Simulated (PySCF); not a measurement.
Isomers of C7H5NS, one conformer each; single-point electronic energies without zero-point terms and without any empirical dispersion term.

Level: wB97X-D/pcSseg-2 in PySCF, non-relativistic, each on one gas-phase PBE0-D3(BJ)/def2-TZVP geometry that isn't relaxed in the solvent. The solvent is an IEF-PCM continuum (van der Waals radii × 1.2). Specific hydrogen bonds and non-electrostatic terms are outside this model.

```
         isomer  relative energy, gas (kcal/mol)  dipole (D)
`c1ccccc1N=C=S`                              0.0        3.04
 `N#CSc1ccccc1`                             13.2        4.75
```

Task: How do the relative energies look in chloroform (ε = 4.711)?

Result: 
```
         isomer  relative energy, solvent (kcal/mol)  E(solvent) − E(gas) (kcal/mol)  dipole in solvent (D)
`c1ccccc1N=C=S`                                  0.0                            -2.5                   3.86
 `N#CSc1ccccc1`                                 10.8                            -4.9                   5.75
```

The order is unchanged. Conformers: `[S:1]=[C:2]=[N:3][c:4]1[cH:5][cH:6][cH:7][cH:8][cH:9]1` with C2–N3–C4–C5 180°; `[N:1]#[C:2][S:3][c:4]1[cH:5][cH:6][cH:7][cH:8][cH:9]1` with C2–S3–C4–C5 -97°. `N#CSc1ccccc1` gains most from the continuum, and it has the largest gas-phase dipole. The gains span 2.4 kcal/mol, the gas-phase energies 13.2 kcal/mol.
